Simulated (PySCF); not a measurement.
Sb(Cl)5 cation (Cl5Sb), SMILES [Cl][Sb]([Cl])([Cl])([Cl])[Cl] (connectivity only; charge and spin as stated), charge +1, multiplicity 2.

Coordinates come from a B3LYP-D3(BJ)/def2-SVP optimisation. The spin state was assumed, not searched. The isomer is the one that the SMILES or the coordinates give; other isomers of the formula were not compared. The def2 effective core potentials stand for the cores of Sb; spin–orbit coupling is left out.

Two levels are set side by side: PBE/def2-TZVP (PySCF) and B3LYP/def2-TZVP (PySCF). Same geometry, gas phase. Differences are taken from unrounded values.

```tsv
quantity	B3LYP
α-spin orbital gap (eV)	3.82
β-spin orbital gap (eV)	2.74
mean polarisability (bohr³)	108.4
```

### Question
What does PBE give, and how far is it from B3LYP? (Estimate from the structure and the level; the computed values follow.)

### Answer

| quantity | PBE | PBE minus B3LYP |
|---|---|---|
| α-spin orbital gap (eV) | 2.17 | -1.64 |
| β-spin orbital gap (eV) | 0.88 | -1.86 |
| mean polarisability (bohr³) | 110.7 | 2.3 |

Rough cost on one machine, each run with all the roots and properties that it gave: B3LYP against PBE within a factor of 2.
